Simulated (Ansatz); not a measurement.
Reactions of `BCC(C)[SiH3]`.

Computed with Ansatz on PBE0-D4/def2-TZVP structures; ΔE is electronic, products minus reactants. CCSD(T)/CBS adds triple-zeta CCSD(T) − MP2 to the extrapolated MP2 energy (def2 sets, frozen cores). This one scheme is used for every species. Elements past krypton have def2 core potentials. For Te outer-core shells are correlated without core-valence functions, which leaves a few kJ/mol of doubt a bond. One conformer a species, not always the lowest.

Question: Order these by ΔE at CCSD(T)/CBS, lowest first. (Best estimate.)
A. `BCC(C)[SiH3]` + H₂O → `BCC(O)[SiH3]` + CH₄
B. `BCC(C)[SiH3]` → `B[Si](C)(C)C`
C. `BCC(C)[SiH3]` + H₂Te → `B[TeH]` + `CC(C)[SiH3]`
D. `BCC(C)[SiH3]` → `CBCC[SiH3]`
E. `BCC(C)[SiH3]` + H₂ → BH₃ + `CC(C)[SiH3]`
F. `BCC(C)[SiH3]` → `CCB(C)[SiH3]`
G. `BCC(C)[SiH3]` → `CB[SiH2]CC`
H. `BCC(C)[SiH3]` + `CC(N)N` → `CNC(C)N` + `BCC[SiH3]`

Answer: C (-82.6 kJ/mol), B (-68.2 kJ/mol), D (-53.4 kJ/mol), F (-41.7 kJ/mol), G (-28.6 kJ/mol), E (-14.0 kJ/mol), H (+28.2 kJ/mol), A (+47.9 kJ/mol).

Largest T1 diagnostic: 0.015, for `B[TeH]`.
